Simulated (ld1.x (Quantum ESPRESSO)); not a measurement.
Before and after: TM potential for nitrogen (N)

* Element: nitrogen (N)
* Generator: ld1.x (Quantum ESPRESSO) 7.5
* Type: norm-conserving Troullier–Martins (Kleinman–Bylander form)
* Functional: LDA (PZ)
* Relativity: non-relativistic
* Frozen core: [He]
* Valence charge: 5
* Reference configuration: 2s2 2p2.5 (charge +0.5)
* Partial waves: 2p (bound): rc 2.55 bohr; 2s (bound): rc 1.15 bohr
* Local potential: the s channel
* Core correction: none

Change: wave 2s (bound): rc 1.15 bohr becomes 2s (bound): rc 0.96 bohr.

Cutoffs: the cutoffs (Ry, on a coarse ladder) from which the occupation-weighted sum of valence levels, in a spherical-Bessel basis at the reference potential, stays within 10 and 1 mRy of its value at 400 Ry; they do not see the model core or the augmentation charge, which bear on the density cutoff. Errors are all-electron minus pseudo energies relative to the spin-unpolarised reference configuration.

**Question.** How do hardness, ghosts and transferability respond?

**Answer.** The potential gets harder (45 Ry and 110 Ry → 50 Ry and 140 Ry); the errors of the 9 common tests hardly move; neither file shows a bound ghost. A smaller radius makes the pseudo-wave follow the all-electron one further in, where it bends more sharply, so more plane waves are needed.

```csv
quantity,base,changed
"cutoff, loose",45 Ry,50 Ry
"cutoff, tight",110 Ry,140 Ry
loose cutoff by channel (10 mRy a level),"p 21 Ry, s 40 Ry","p 21 Ry, s 45 Ry"
bound ghosts,none,none
"error for 2s2 2p3, meV [ΔE -5.17 eV]",+18,+18
"error for 2s2 2p2, meV [ΔE 8.57 eV]",+43,+43
"error for 2s2 2p1, meV [ΔE 37.54 eV]",+701,+693
"error for 2s1 2p4, meV [ΔE 6.00 eV]",+93,+92
"error for 2s2 2p0, meV [ΔE 84.71 eV]",+3027,+2998
"error for 2s0 2p5, meV [ΔE 17.22 eV]",+145,+144
"error for 2s1 2p0, meV [ΔE 162.13 eV]",+5047,+5036
"error for 2s2 2p2.5 (spin-polarised), meV [ΔE -2.31 eV]",+14,+12
"error for 2s2 2p3 (spin-polarised), meV [ΔE -8.06 eV]",+70,+67
s: phases at 2.75 bohr within 0.05 rad from the reference energy up to (Ry; the scan ends near 5),to the end of the scan,to the end of the scan
p: phases at 2.75 bohr within 0.05 rad from the reference energy up to (Ry; the scan ends near 5),0.4,0.4
```
